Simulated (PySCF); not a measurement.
C3H7BO2, SMILES OB1CC(O)C1. Atoms are numbered in the order given.

```xyz
13

O      2.2361     0.9610     0.1918
B      1.0112     0.4289    -0.0111
C     -0.4340     1.0614     0.0746
C     -0.8915    -0.4103     0.3217
O     -2.0341    -0.8695    -0.3600
C      0.4197    -1.0287    -0.2178
H      2.9410     0.3017     0.1392
H     -0.7180     1.8408     0.7985
H     -0.7728     1.3628    -0.9342
H     -0.9724    -0.5972     1.4140
H     -2.7855    -0.3473    -0.0478
H      0.2691    -1.2255    -1.2959
H      0.8022    -1.9464     0.2555
```

Geometry: r2SCAN-D4/def2-SVP. This is a generated structure with no PubChem entry under its InChIKey; it may be hypothetical. The values are those of a single conformer.

The numbers are results of TDA-PBE0/def2-SVPD in PySCF, not measurements.

Vertical excitations. 

```tsv
state	energy (eV)	λ (nm)	f	main pairs
S1	6.32	196	0.002	HOMO→LUMO+1 61 %, HOMO−1→LUMO+1 33 %
S2	6.55	189	0.004	HOMO−1→LUMO+1 60 %, HOMO→LUMO+1 32 %
S3	6.78	183	0.020	HOMO→LUMO 59 %, HOMO→LUMO+2 32 %
S4	7.02	176	0.015	HOMO−1→LUMO 58 %, HOMO→LUMO+2 28 %, HOMO→LUMO 9 %
S5	7.11	174	0.013	HOMO−1→LUMO 36 %, HOMO→LUMO+2 34 %, HOMO→LUMO 25 %
S6	7.59	163	0.004	HOMO−2→LUMO+1 94 %
S7	7.80	159	0.006	HOMO−1→LUMO+2 92 %
S8	8.01	155	0.043	HOMO→LUMO+4 48 %, HOMO→LUMO+3 43 %
S9	8.04	154	0.041	HOMO−2→LUMO 90 %
S10	8.16	152	0.014	HOMO→LUMO+3 47 %, HOMO→LUMO+4 45 %
T1	5.77	215	0	HOMO−1→LUMO+1 73 %, HOMO→LUMO+1 20 %
T2	6.15	202	0	HOMO→LUMO+1 68 %, HOMO−1→LUMO+1 20 %
T3	6.56	189	0	HOMO→LUMO+2 52 %, HOMO→LUMO 38 %
T4	6.86	181	0	HOMO−1→LUMO 52 %, HOMO→LUMO 23 %, HOMO→LUMO+2 19 %
```
Triplets are in the Tamm–Dancoff approximation.
